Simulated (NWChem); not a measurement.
A series in which one site is exchanged, each optimised at PBE0/def2-SVP with NWChem, gas phase unless a solvent is named. This build's default masses of Se (78.918 u) and Br (79.917 u) are each other's, which moves their modes by up to 0.6 %.

A: ClC(Cl)(Br)Br (CBr2Cl2; site = Br)
B: ClC(Cl)Br (CHBrCl₂; site = H)
C: BrC(Cl)(Cl)F (CBrCl$_{2}$F; site = F)
D: ClC(Cl)(Cl)Br (CBrCl$_{3}$; site = Cl)

| quantity | A | B | C | D |
|---|---|---|---|---|
| dipole (D), PBE0/def2-SVP | 0.08 | [?] | 0.34 | 0.05 |
| static polarisability, B3LYP/def2-SVPD (bohr³) | 85.0 | [?] | 64.7 | 77.4 |
| lowest singlet excitation, B3LYP/def2-SVPD, TDA (eV) | 4.56 | [?] | 5.22 | 4.99 |
| SMD solvation free energy in n-hexane, PBE0/def2-SVP (kcal/mol) | -5.2 | [?] | -3.4 | -4.5 |

Problem. Some entries are withheld; supply them.

Solution. 
- dipole (D), PBE0/def2-SVP, B: 1.10
- static polarisability, B3LYP/def2-SVPD (bohr³), B: 64.4
- lowest singlet excitation, B3LYP/def2-SVPD, TDA (eV), B: 5.38
- SMD solvation free energy in n-hexane, PBE0/def2-SVP (kcal/mol), B: -4.6
